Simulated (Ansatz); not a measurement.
Cost and result up the ladder for `c1ccc(-c2ccc(-c3ccc(-c4ccc(-c5ccc(-c6ccc(-c7ccc(-c8ccccc8)cc7)cc6)cc5)cc4)cc3)cc2)cc1` (82 atoms). Total charge 0; singlet. Geometry: PBE-D4/def2-SVP.

Cartesian coordinates in Å:
```
C -10.151 9.535 -9.072
C -9.781 8.258 -9.525
C -8.925 7.457 -8.758
C -8.417 7.912 -7.519
C -7.510 7.064 -6.708
C -6.465 7.630 -5.942
C -5.610 6.831 -5.179
C -5.759 5.425 -5.140
C -4.854 4.578 -4.330
C -3.493 4.918 -4.152
C -2.638 4.117 -3.390
C -3.101 2.937 -2.764
C -2.196 2.089 -1.956
C -2.664 1.387 -0.821
C -1.810 0.587 -0.059
C -0.444 0.443 -0.394
C 0.461 -0.408 0.412
C 0.298 -0.535 1.811
C 1.152 -1.338 2.571
C 2.209 -2.059 1.971
C 3.112 -2.913 2.776
C 3.663 -4.103 2.247
C 4.513 -4.910 3.007
C 4.858 -4.569 4.335
C 5.759 -5.424 5.140
C 5.612 -5.530 6.543
C 6.463 -6.338 7.303
C 7.503 -7.082 6.699
C 8.404 -7.939 7.505
C 8.784 -7.567 8.816
C 9.636 -8.377 9.578
C 10.129 -9.581 9.048
C 9.761 -9.965 7.748
C 8.910 -9.154 6.986
C 7.650 -6.976 5.297
C 6.800 -6.168 4.537
C 4.308 -3.378 4.864
C 3.456 -2.572 4.104
C 2.372 -1.933 0.572
C 1.520 -1.127 -0.188
C 0.025 1.144 -1.529
C -0.829 1.948 -2.289
C -4.463 2.599 -2.940
C -5.316 3.397 -3.705
C -6.805 4.860 -5.904
C -7.658 5.659 -6.670
C -8.798 9.201 -7.078
C -9.655 10.002 -7.844
H -10.823 10.164 -9.674
H -10.156 7.885 -10.490
H -8.621 6.469 -9.137
H -6.309 8.720 -5.961
H -4.817 7.308 -4.583
H -3.092 5.821 -4.638
H -1.588 4.423 -3.261
H -3.718 1.487 -0.521
H -2.214 0.043 0.808
H -0.505 0.024 2.315
H 0.984 -1.425 3.655
H 3.387 -4.422 1.230
H 4.890 -5.849 2.574
H 4.790 -4.997 7.043
H 6.295 -6.425 8.387
H 8.426 -6.613 9.232
H 9.924 -8.062 10.593
H 10.798 -10.217 9.647
H 10.135 -10.911 7.326
H 8.606 -9.479 5.980
H 8.472 -7.511 4.798
H 6.970 -6.080 3.453
H 4.584 -3.059 5.880
H 3.078 -1.633 4.537
H 3.195 -2.466 0.073
H 1.667 -1.067 -1.277
H 1.086 1.071 -1.810
H -0.432 2.465 -3.176
H -4.855 1.678 -2.482
H -6.374 3.110 -3.806
H -6.941 3.768 -5.912
H -8.472 5.185 -7.240
H -8.438 9.567 -6.104
H -9.945 10.997 -7.474
```

Ansatz on 4 threads of AMD EPYC 7R13 on a shared host and a share (37 GiB) of an NVIDIA H100 80GB HBM3. Times are rough, and most runs start from the orbitals of an earlier one. No level here is sound enough to serve as a yardstick. Binding counts from free atoms at the same level (C triplet, H doublet; other spins of the atoms weren't run), without zero-point energy or a counterpoise term.

B3LYP takes the VWN-RPA correlation. Correlated methods freeze 48 core orbitals. The rows differ in basis, and correlated rows in double-zeta sets carry the largest basis error. Single mean-field runs in def2-SVP, def2-TZVP are fitted with def2-universal-jkfit.

Correlated methods converge slowly with the basis, most of all in double-zeta sets.

```tsv
level	functions	wall time	binding energy per atom (eV)	remarks
BLYP-D4/def2-SVP	842	11 s	5.46	–
PBE0-D4/def2-SVP	842	15 s	5.56	–
r2SCAN-D4/def2-SVP (with forces)	842	16 s	5.48	–
PBE-D4/def2-SVP	842	16 s	5.67	–
PBE-D4/def2-TZVP	1692	17 s	5.58	–
B3LYP-D4/def2-SVP (with forces)	842	19 s	5.45	–
PBE0-D4/def2-TZVP	1692	20 s	5.46	–
MP2/def2-SVP	842	28 s	5.33	restricted SCF unstable
```
